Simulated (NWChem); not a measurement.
Species: C₂H₄CuN; SMILES CC#[N]->[CuH]

Results from NWChem. Coordinates come from a PBE0/def2-SVP optimisation.

Q: Estimate the computed values for PBE0/STO-3G. Quantities: highest occupied level (eV); orbital gap (eV); dipole (D).

A: The highest occupied level (eV) comes out as -1.74. The orbital gap (eV) is 1.55. The dipole (D) is 8.23.
